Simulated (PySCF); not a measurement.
Two-component Hartree-Fock for Ir⁴⁷⁺ (iridium, charge +47)

Start: [Ar] 3d10 4s2. Calculated with PySCF 2.14 in an even-tempered Gaussian basis (18 s from 2.8 bohr⁻², ratio 2.6; 15 p from 3.6 bohr⁻², ratio 2.6; 10 d from 3.6 bohr⁻², ratio 2.6; 6 f from 3.7 bohr⁻², ratio 2.8): generalised Hartree-Fock with the X2C-1e Hamiltonian and a Gaussian nucleus; spin-orbit coupling (SO) screened by Boettger's factors.

| spinor shell | electrons | ε, screened SO (eV) | weight of nominal j (screened SO) | rms radius, screened SO (bohr) |
| --- | --- | --- | --- | --- |
| 1s1/2 | 2 | -78968.2 | 1.000 | 0.0197 |
| 2s1/2 | 2 | -15941.6 | 1.000 | 0.0794 |
| 2p1/2 | 2 | -15358.4 | 1.000 | 0.0673 |
| 2p3/2 | 4 | -13718.6 | 1.000 | 0.0750 |
| 3s1/2 | 2 | -5517.5 | 1.000 | 0.200 |
| 3p1/2 | 2 | -5260.1 | 1.000 | 0.191 |
| 3p3/2 | 4 | -4879.6 | 1.000 | 0.205 |
| 3d3/2 | 4 | -4471.8 | 1.000 | 0.179 |
| 3d5/2 | 6 | -4389.4 | 1.000 | 0.183 |
| 4s1/2 | 2 | -2653.3 | 1.000 | 0.400 |

| quantity | screened SO |
| --- | --- |
| E (hartree) | -16273.83784 |
| M_J | 0 |
| ⟨J²⟩ | 0.000 |
| ⟨L²⟩ | 0.074 |
| ⟨S²⟩ | 0.074 |

Breit and QED terms are absent; they matter most for the inner s and p1/2 levels.

Densities and radii are taken from the X2C orbitals without a picture-change correction, which distorts them close to the nucleus.
